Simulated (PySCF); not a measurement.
r2SCANh on Hf⁺ (hafnium, charge +1), [Xe] 4f14 5d1 6s2, 2D determinant. All numbers are calculated (PySCF 2.14, a scalar-relativistic core potential, in def2-QZVPPD with the def2 core potential (60 electrons) (7s6p4d3f2g, 84 functions)).

```
cycle= 1 E= -47.5962615329952  delta_E= -0.00963  |g|= 0.0354  |ddm|= 0.32
cycle= 2 E= -47.6043325856814  delta_E= -0.00807  |g|= 0.0297  |ddm|= 0.223
cycle= 3 E= -47.6115959323937  delta_E= -0.00726  |g|= 0.0282  |ddm|= 0.232
cycle= 4 E= -47.6152592667451  delta_E= -0.00366  |g|= 0.0114  |ddm|= 0.21
cycle= 5 E= -47.615377017783  delta_E= -0.000118  |g|= 0.00835  |ddm|= 0.0313
cycle= 6 E= -47.615620128343  delta_E= -0.000243  |g|= 0.000753  |ddm|= 0.0688
cycle= 7 E= -47.615620812745  delta_E= -6.84e-07  |g|= 0.000461  |ddm|= 0.00445
cycle= 8 E= -47.6156213672535  delta_E= -5.55e-07  |g|= 8.5e-05  |ddm|= 0.00262
cycle= 9 E= -47.6156213983282  delta_E= -3.11e-08  |g|= 4.61e-05  |ddm|= 0.00105
cycle= 10 E= -47.6156214041783  delta_E= -5.85e-09  |g|= 6.72e-06  |ddm|= 0.000346
cycle= 11 E= -47.6156214042936  delta_E= -1.15e-10  |g|= 6.63e-07  |ddm|= 5.35e-05
converged SCF energy = -47.6156214042936  <S^2> = 1.5237744  2S+1 = 2.6636625
```

Highest occupied orbital energy: -11.567 eV; ⟨L²⟩ = 9.27; populations by l: s 3.46, p 6.00, d 1.54, f 0.00.

(1) Can this result be used?

Answers

(1) Not for this state. The run converged. ⟨L²⟩ = 9.27 against 6 for a pure D term, so this real determinant mixes terms. Energies and moments cover only the electrons outside the core potential. Spin-orbit coupling, absent here, splits the open shell strongly. ⟨S²⟩ = 1.52 against 0.75 shows spin contamination. The s, p, d and f populations moved away from the nominal configuration during the SCF.
